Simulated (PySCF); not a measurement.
PySCF input (PBE/def2-SV(P)):

```python
import numpy as np, basis_set_exchange as bse
from pyscf import gto, scf, dft, df
from pyscf.prop.nmr import rks as nmr

basis = {'C': gto.basis.parse(bse.get_basis('def2-SV(P)', elements=['C'], fmt='nwchem')), 'H': gto.basis.parse(bse.get_basis('def2-SV(P)', elements=['H'], fmt='nwchem')), 'Si': gto.basis.parse(bse.get_basis('def2-SV(P)', elements=['Si'], fmt='nwchem'))}
mol = gto.M(
    atom='''
    C    -1.14981457   -0.05477791   -0.04502006
    Si    0.54785519    0.02610017    0.02145083
    H    -1.76847219    0.83159725   -0.09957680
    H    -1.68390593   -0.99607076   -0.03559828
    H     1.39794796   -1.17454559    0.09584332
    H     1.28334497    1.30228411    0.00914054
    ''',
    basis=basis,
    charge=0,
    verbose=4,
    max_memory=7359,
)
mf = dft.RKS(mol, xc='pbe')
mf.grids.level = 3
mf.conv_tol = 1e-9
mf.max_cycle = 100
print('smallest overlap eigenvalue', np.linalg.eigvalsh(mol.intor('int1e_ovlp'))[0])
mf.kernel()
dip = mf.dip_moment()
n = nmr.NMR(mf)
n.verbose = 2
n.max_cycle_cphf = 60
sigma = n.kernel()
for i, x in enumerate(sigma):
    print(mol.atom_symbol(i), i + 1, round(x.trace() / 3, 3))
```

Output:

```
PySCF version 2.14.0

[INPUT] verbose = 4
[INPUT] num. atoms = 6
[INPUT] num. electrons = 24
[INPUT] charge = 0
[INPUT] spin (= nelec alpha-beta = 2S) = 0
[INPUT] symmetry False subgroup None
[INPUT] Mole.unit = angstrom
[INPUT] Symbol           X                Y                Z      unit          X                Y                Z       unit  Magmom
[INPUT]  1 C     -1.149814570000  -0.054777910000  -0.045020060000 AA   -2.172834631335  -0.103515247576  -0.085075583511 Bohr   0.0
[INPUT]  2 Si     0.547855190000   0.026100170000   0.021450830000 AA    1.035296265022   0.049322173105   0.040536193845 Bohr   0.0
[INPUT]  3 H     -1.768472190000   0.831597250000  -0.099576800000 AA   -3.341928098010   1.571491048441  -0.188172880361 Bohr   0.0
[INPUT]  4 H     -1.683905930000  -0.996070760000  -0.035598280000 AA   -3.182121027231  -1.882300937087  -0.067270999706 Bohr   0.0
[INPUT]  5 H      1.397947960000  -1.174545590000   0.095843320000 AA    2.641738780794  -2.219569485916   0.181117625669 Bohr   0.0
[INPUT]  6 H      1.283344970000   1.302284110000   0.009140540000 AA    2.425170516638   2.460960304273   0.017273117231 Bohr   0.0

nuclear repulsion = 51.5002849827222
number of shells = 22
number of NR pGTOs = 76
number of NR cGTOs = 40
basis = {'C': [[0, [1238.4016938, 0.0054568832082], [186.29004992, 0.040638409211], [42.251176346, 0.18025593888], [11.676557932, 0.46315121755], [3.5930506482, 0.44087173314]], [0, [0.40245147363, 1.0]], [0, [0.13090182668, 1.0]], [1, [9.4680970621, 0.038387871728], [2.0103545142, 0.21117025112], [0.54771004707, 0.51328172114]], [1, [0.15268613795, 1.0]], [2, [0.8, 1.0]]], 'H': [[0, [13.010701, 0.019682158], [1.9622572, 0.13796524], [0.44453796, 0.47831935]], [0, [0.12194962, 1.0]]], 'Si': [[0, [6903.7118686, 0.0013373962995], [1038.4346419, 0.0099966546241], [235.8758148, 0.044910165101], [66.069385169, 0.1146363854], [20.247945761, 0.10280063858]], [0, [34.35348173, 0.07083728501], [3.6370788192, -0.43028836252], [1.4002048599, -0.41382774969]], [0, [0.20484414805, 1.0]], [0, [0.077994095468, 1.0]], [1, [179.83907373, 0.0061916656462], [41.907258846, 0.043399431982], [12.955294367, 0.15632019351], [4.4383267393, 0.29419996982], [1.5462247904, 0.23536823814]], [1, [0.35607612302, 1.0]], [1, [0.10008513762, 1.0]], [2, [0.35, 1.0]]]}
ecp = {}
smallest overlap eigenvalue 0.014420213401621085

******** <class 'pyscf.dft.rks.RKS'> ********
method = RKS
initial guess = minao
damping factor = 0
level_shift factor = 0
DIIS = <class 'pyscf.scf.diis.CDIIS'>
diis_start_cycle = 1
diis_space = 8
diis_damp = 0
SCF conv_tol = 1e-09
SCF conv_tol_grad = None
SCF max_cycles = 100
direct_scf = True
direct_scf_tol = 1e-13
XC library pyscf.dft.libxc version 7.1.2
    S. Lehtola, C. Steigemann, M. J. T. Oliveira, and M. A. L. Marques,  SoftwareX 7, 1–5 (2018)
XC functionals = pbe
    J. P. Perdew, K. Burke, and M. Ernzerhof,  Phys. Rev. Lett. 77, 3865 (1996)
    J. P. Perdew, K. Burke, and M. Ernzerhof,  Phys. Rev. Lett. 78, 1396 (1997)
    J. P. Perdew, K. Burke, and M. Ernzerhof,  Phys. Rev. Lett. 77, 3865 (1996)
    J. P. Perdew, K. Burke, and M. Ernzerhof,  Phys. Rev. Lett. 78, 1396 (1997)
radial grids:
    Treutler-Ahlrichs [JCP 102, 346 (1995); DOI:10.1063/1.469408] (M4) radial grids

becke partition: Becke, JCP 88, 2547 (1988); DOI:10.1063/1.454033
pruning grids: <function nwchem_prune>
grids dens level: 3
symmetrized grids: False
atomic radii adjust function: <function treutler_atomic_radii_adjust>
small_rho_cutoff = 0
Set gradient conv threshold to 3.16228e-05
Initial guess from minao.
tot grids = 72536
init E= -329.525426669285
  HOMO = -0.277263583110339  LUMO = -0.106846656827938  gap/eV = 4.63728
cycle= 1 E= -329.489283185847  delta_E= 0.0361  |g|= 0.574  |ddm|=  2.3
  HOMO = -0.164009796057283  LUMO = -0.000714371314628703  gap/eV = 4.44349
cycle= 2 E= -328.89815776603  delta_E= 0.591  |g|= 1.28  |ddm|= 2.07
  HOMO = -0.205940552795306  LUMO = -0.0582512020266099  gap/eV = 4.01883
cycle= 3 E= -329.58605506725  delta_E= -0.688  |g|= 0.126  |ddm|= 1.78
  HOMO = -0.206930521138629  LUMO = -0.0707428792781126  gap/eV = 3.70585
cycle= 4 E= -329.592479861521  delta_E= -0.00642  |g|= 0.0576  |ddm|= 0.287
  HOMO = -0.203593649893379  LUMO = -0.0665037187595119  gap/eV = 3.73041
cycle= 5 E= -329.594101302062  delta_E= -0.00162  |g|= 0.00935  |ddm|= 0.0999
  HOMO = -0.204937672203653  LUMO = -0.0673184703120362  gap/eV = 3.74481
cycle= 6 E= -329.594133211132  delta_E= -3.19e-05  |g|= 0.00115  |ddm|= 0.0156
  HOMO = -0.204774710285032  LUMO = -0.0672052148490221  gap/eV = 3.74346
cycle= 7 E= -329.594133738292  delta_E= -5.27e-07  |g|= 0.000167  |ddm|= 0.0019
  HOMO = -0.204789446317084  LUMO = -0.067227559247883  gap/eV = 3.74325
cycle= 8 E= -329.594133749101  delta_E= -1.08e-08  |g|= 2.98e-05  |ddm|= 0.000293
  HOMO = -0.204786975459559  LUMO = -0.0672252810348173  gap/eV = 3.74324
cycle= 9 E= -329.59413374935  delta_E= -2.49e-10  |g|= 8.5e-06  |ddm|= 2.52e-05
  HOMO = -0.204785091405288  LUMO = -0.0672244253491341  gap/eV = 3.74322
Extra cycle  E= -329.594133749079  delta_E= 2.71e-10  |g|= 2.87e-05  |ddm|= 4.04e-05
converged SCF energy = -329.594133749079
Dipole moment(X, Y, Z, Debye):  0.49208,  0.02343,  0.01926
C 1 76.797
Si 2 325.316
H 3 26.444
H 4 26.444
H 5 26.63
H 6 26.63
```
